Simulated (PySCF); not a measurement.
Si(OSiH3)(F)(Me)2 (C2H9FOSi2), SMILES C[Si](C)(F)O[SiH3].

The structure is a stationary point at ωB97X-D3(BJ)/def2-SVP. The values are those of a single conformer.

Computed with ωB97X-D3(BJ)/def2-SVP (PySCF).

Frequencies are harmonic and unscaled.

Computed harmonic wavenumbers and intensities:
| mode | ν (cm⁻¹) | IR (km/mol) | moving atoms (share of kinetic energy) |
|---|---|---|---|
| 1 | 26 | 1.8 | O 24 %, H 24 %, Si 22 %, F 17 %, C 13 % |
| 2 | 54 | 0.1 | H 89 % |
| 3 | 73 | 1.2 | Si 31 %, H 21 %, O 17 %, F 17 %, C 14 % |
| 4 | 132 | 0.0 | H 99 % |
| 5 | 151 | 0.1 | H 97 % |
| 6 | 189 | 0.3 | C 46 %, H 35 %, Si 9 % |
| 7 | 203 | 0.3 | F 27 %, C 26 %, H 24 %, O 18 % |
| 8 | 237 | 3.6 | H 31 %, C 21 %, Si 20 %, F 20 %, O 9 % |
| 9 | 315 | 28.3 | Si 23 %, C 21 %, H 21 %, F 19 %, O 16 % |
| 10 | 340 | 26.0 | O 33 %, F 28 %, Si 19 %, H 11 %, C 8 % |
| 11 | 581 | 1.6 | Si 29 %, C 26 %, H 21 %, O 18 % |
| 12 | 696 | 3.7 | H 39 %, C 35 %, Si 21 % |
| 13 | 700 | 0.5 | H 61 %, C 29 % |
| 14 | 739 | 37.4 | H 81 %, Si 8 % |
| 15 | 748 | 26.6 | H 80 %, C 11 % |
| 16 | 757 | 26.0 | H 72 %, O 11 %, C 9 %, Si 8 % |
| 17 | 794 | 5.1 | H 51 %, F 26 %, C 19 % |
| 18 | 832 | 184.6 | Si 43 %, H 31 %, C 23 % |
| 19 | 862 | 160.5 | H 57 %, C 21 %, Si 20 % |
| 20 | 926 | 145.8 | Si 44 %, F 28 %, H 20 % |
| 21 | 969 | 111.1 | H 95 % |
| 22 | 973 | 99.1 | H 95 % |
| 23 | 1007 | 522.4 | H 74 %, Si 17 % |
| 24 | 1099 | 387.3 | O 70 %, Si 17 %, H 13 % |
| 25 | 1294 | 69.2 | H 74 %, C 25 % |
| 26 | 1294 | 45.0 | H 76 %, C 23 % |
| 27 | 1433 | 0.1 | H 96 % |
| 28 | 1435 | 1.8 | H 96 % |
| 29 | 1442 | 3.0 | H 96 % |
| 30 | 1445 | 11.2 | H 96 % |
| 31 | 2248 | 130.1 | H 96 % |
| 32 | 2271 | 137.2 | H 96 % |
| 33 | 2279 | 111.8 | H 98 % |
| 34 | 3070 | 0.6 | H 97 % |
| 35 | 3073 | 0.5 | H 97 % |
| 36 | 3173 | 1.3 | H 91 %, C 9 % |
| 37 | 3174 | 2.5 | H 91 %, C 9 % |
| 38 | 3175 | 5.5 | H 91 %, C 9 % |
| 39 | 3180 | 2.2 | H 91 %, C 9 % |
